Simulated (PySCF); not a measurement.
Two species compared at the same levels of theory.

First species: C₅H₈O.
Z-matrix (Å and degrees, GFN2-xTB geometry), rows numbered from 1:
```
C 
C   1  1.3266
C   2  1.4829  1  121.39
O   3  1.2087  2  122.73  1     4.07
C   3  1.5147  2  114.02  1  -175.66
C   5  1.5216  3  112.44  2  -178.98
H   1  1.0784  2  119.79  3    -0.19
H   1  1.0770  2  122.87  3   179.75
H   2  1.0808  1  121.83  3  -179.59
H   5  1.0939  3  107.65  2    58.96
H   5  1.0935  3  108.10  2   -56.58
H   6  1.0871  5  110.08  3    60.96
H   6  1.0871  5  110.11  3   -57.97
H   6  1.0872  5  110.68  3  -178.53
```

Second species: C₄H₁₁FSi₂.
SMILES: `F[C@H]1CC[SiH2]C[SiH2]1`

Levels: wB97X-D/def2-SVPD for HOMO energy, LUMO energy, HOMO–LUMO gap and static isotropic polarisability; TDDFT wB97X-D/def2-SVPD for lowest singlet excitation; TDA wB97X-D/def2-SVPD for lowest triplet excitation (Tamm–Dancoff). Geometries: GFN2-xTB. Each structure is a single optimised conformer of the isolated species, non-relativistic unless stated. Electronic properties by PySCF.

Dipoles, sizes and rotational constants follow the conformer. The torsions of the flexible species, by atom-mapped SMILES:
- `[CH2:1]=[CH:2][C:3](=[O:4])[CH2:5][CH3:6]`: C1–C2–C3–O4 4°, C2–C3–C5–C6 -179°

The conformers of `F[C@H]1CC[SiH2]C[SiH2]1` aren't listed.

```tsv
property	column X	column Y
HOMO energy	-9.29 eV	-9.67 eV
LUMO energy	0.14 eV	1.99 eV
HOMO–LUMO gap	9.43 eV	11.66 eV
lowest singlet excitation	3.88 eV	7.61 eV
lowest triplet excitation (Tamm–Dancoff)	3.44 eV	7.33 eV
static isotropic polarisability	64.1 au	96.2 au
```

**Question.** Which column belongs to which species?

**Answer.** Column X is the first species and column Y the second. The first has 14 atoms and 46 electrons, the second 18 and 72.

**Question.** How does each property change from the first species to the second?

**Answer.** HOMO energy -0.38 eV; LUMO energy +1.85 eV; HOMO–LUMO gap +2.23 eV; lowest singlet excitation +3.73 eV; lowest triplet excitation (Tamm–Dancoff) +3.89 eV; static isotropic polarisability +32.1 au.

On the first: No computed singlet falls in the visible range (750 to 380 nm, 1.65 to 3.26 eV); S1 lies 0.62 eV above its blue end. The vertical singlet–triplet gap S1 − T1 is 0.44 eV (TDDFT singlet less Tamm–Dancoff triplet; S1: HOMO→LUMO, weight 0.95; T1: HOMO→LUMO, weight 0.92).

On the second: No computed singlet falls in the visible range (750 to 380 nm, 1.65 to 3.26 eV); S1 lies 4.35 eV above its blue end. The principal polarisabilities are 84.4, 98.6 and 105.6 au; their mean is the isotropic value.
